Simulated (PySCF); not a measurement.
Isomers of C5H7FO3Si, mass 162.015 u with the commonest isotopes. Computed with PBE0/pcSseg-1 in PySCF (dipole) on a GFN2-xTB geometry, gas phase. One conformer each, none proved a minimum here; rigid rotors.

Question: Order these by out-of-plane moment Σ m c² = (Ia + Ib − Ic)/2, smallest first.
A. `[CH2:1]=[C:2]1[C@@H:3]([C:4](=[O:5])[OH:6])[C@@H:7]1[O:8][SiH2:9][F:10]` with C2–C3–C4–O5 39°, C3–C4–O6–H 180°, C3–C7–O8–Si9 171°, C7–O8–Si9–F10 179°
B. `[CH3:1][O:2][Si@@H:3]1[CH2:4][C:5]([C:6](=[O:7])[OH:8])=[C:9]1[F:10]` with C1–O2–Si3–C4 174°, C4–C5–C6–O7 178°, C5–C6–O8–H 180°
C. `[CH3:1][C:2](=[O:3])[C:4]1=[C:5]([O:6][SiH2:7][OH:8])[C@H:9]1[F:10]` with C1–C2–C4–C5 -171°, C4–C5–O6–Si7 -1°, C5–O6–Si7–O8 -9°, O6–Si7–O8–H 18°
D. `[CH2:1]=[C:2]1[C@@H:3]([O:4][CH:5]=[O:6])[C@@H:7]1[O:8][SiH2:9][F:10]` with C2–C3–O4–C5 164°, C3–O4–C5–O6 0°, C3–C7–O8–Si9 83°, C7–O8–Si9–F10 68°
E. `[CH3:1][O:2][C:3]1=[C:4]([SiH2:5][F:6])[C:7](=[O:8])[O:9][CH2:10]1` with C1–O2–C3–C4 0°, C3–C4–Si5–F6 0°

Answer: E (6.30 u·Å²), C (18.13 u·Å²), B (36.45 u·Å²), D (40.84 u·Å²), A (68.68 u·Å²).

Question: Order these by radius of gyration √(Σ m r²/M), smallest first.
A. `[CH3:1][O:2][Si@@H:3]1[CH2:4][C:5]([C:6](=[O:7])[OH:8])=[C:9]1[F:10]` with C1–O2–Si3–C4 174°, C4–C5–C6–O7 178°, C5–C6–O8–H 180°
B. `[CH3:1][O:2][C:3]1=[C:4]([SiH2:5][F:6])[C:7](=[O:8])[O:9][CH2:10]1` with C1–O2–C3–C4 0°, C3–C4–Si5–F6 0°
C. `[CH3:1][C:2](=[O:3])[C:4]1=[C:5]([O:6][SiH2:7][OH:8])[C@H:9]1[F:10]` with C1–C2–C4–C5 -171°, C4–C5–O6–Si7 -1°, C5–O6–Si7–O8 -9°, O6–Si7–O8–H 18°
D. `[CH2:1]=[C:2]1[C@@H:3]([C:4](=[O:5])[OH:6])[C@@H:7]1[O:8][SiH2:9][F:10]` with C2–C3–C4–O5 39°, C3–C4–O6–H 180°, C3–C7–O8–Si9 171°, C7–O8–Si9–F10 179°
E. `[CH2:1]=[C:2]1[C@@H:3]([O:4][CH:5]=[O:6])[C@@H:7]1[O:8][SiH2:9][F:10]` with C2–C3–O4–C5 164°, C3–O4–C5–O6 0°, C3–C7–O8–Si9 83°, C7–O8–Si9–F10 68°

Answer: B (2.231 Å), C (2.347 Å), E (2.420 Å), A (2.461 Å), D (2.646 Å).

Question: Order these by rotational constant B, smallest first.
A. `[CH3:1][O:2][Si@@H:3]1[CH2:4][C:5]([C:6](=[O:7])[OH:8])=[C:9]1[F:10]` with C1–O2–Si3–C4 174°, C4–C5–C6–O7 178°, C5–C6–O8–H 180°
B. `[CH2:1]=[C:2]1[C@@H:3]([C:4](=[O:5])[OH:6])[C@@H:7]1[O:8][SiH2:9][F:10]` with C2–C3–C4–O5 39°, C3–C4–O6–H 180°, C3–C7–O8–Si9 171°, C7–O8–Si9–F10 179°
C. `[CH2:1]=[C:2]1[C@@H:3]([O:4][CH:5]=[O:6])[C@@H:7]1[O:8][SiH2:9][F:10]` with C2–C3–O4–C5 164°, C3–O4–C5–O6 0°, C3–C7–O8–Si9 83°, C7–O8–Si9–F10 68°
D. `[CH3:1][C:2](=[O:3])[C:4]1=[C:5]([O:6][SiH2:7][OH:8])[C@H:9]1[F:10]` with C1–C2–C4–C5 -171°, C4–C5–O6–Si7 -1°, C5–O6–Si7–O8 -9°, O6–Si7–O8–H 18°
E. `[CH3:1][O:2][C:3]1=[C:4]([SiH2:5][F:6])[C:7](=[O:8])[O:9][CH2:10]1` with C1–O2–C3–C4 0°, C3–C4–Si5–F6 0°

Answer: B (524.6 MHz), A (632.1 MHz), C (821.0 MHz), D (891.4 MHz), E (1095 MHz).

```csv
SMILES,point group,Ia (u·Å²),Ib (u·Å²),Ic (u·Å²),κ,μa (D),μb (D),μc (D)
COC1=C([SiH2]F)C(=O)OC1,Cs,350.81,461.58,799.78,0.15,1.80,4.24,0.01
C=C1[C@@H](OC=O)[C@@H]1O[SiH2]F,C1,373.96,615.54,907.82,-0.33,2.26,1.21,0.32
CC(=O)C1=C(O[SiH2]O)[C@H]1F,C1,343.54,566.93,874.21,-0.30,1.18,0.33,1.04
C=C1[C@@H](C(=O)O)[C@@H]1O[SiH2]F,C1,240.01,963.36,1066.00,-0.94,0.96,0.73,0.52
CO[Si@@H]1CC(C(=O)O)=C1F,C1,218.52,799.54,945.16,-0.89,3.27,2.03,0.48
```
